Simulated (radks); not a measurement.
Values are calculated unless marked as measured or tabulated.
Task: These are the eigenvalues of the occupied orbitals of an atom or ion with whole-number occupations (eV). Level of theory: scalar-relativistic Kohn-Sham, BLYP, spin-polarised, spherical densities, finite nucleus; Fermi nuclear charge, rms radius of each element as measured or else 0.836 A^(1/3) + 0.57 fm (a radial shooting solver on a logarithmic mesh with Libxc functionals).

| orbital | eigenvalue |
|---|---|
| 1s up | -55584.61 |
| 1s down | -55584.58 |
| 2s up | -9376.351 |
| 2s down | -9376.238 |
| 2p up | -8318.277 |
| 2p down | -8318.190 |
| 3s up | -2172.082 |
| 3s down | -2168.494 |
| 3p up | -1848.715 |
| 3p down | -1845.140 |
| 3d up | -1437.455 |
| 3d down | -1434.709 |
| 4s up | -506.9708 |
| 4s down | -499.4297 |
| 4p up | -399.5894 |
| 4p down | -392.2156 |
| 4d up | -254.3782 |
| 4d down | -247.2100 |
| 5s up | -124.8491 |
| 5s down | -121.7456 |
| 5p up | -95.3741 |
| 4f up | -93.9898 |
| 5p down | -92.9685 |
| 6s up | -47.6413 |

Which element is it, and in what charge state? The configuration may be excited. Open shells, if any, are filled with parallel spins first.

Result: Z = 67, holmium, charge +5: Ho5+ in [Xe] 4f7 6s1. The list shows which subshells hold electrons but not how many an open one holds; the 1s level, -2042.7 hartree, gives Z - s = 63.9 by -(Z - s)^2/2, which with screening and relativity narrows Z to a few neighbours, and the depths of the outer levels then fix element, charge and occupations together.
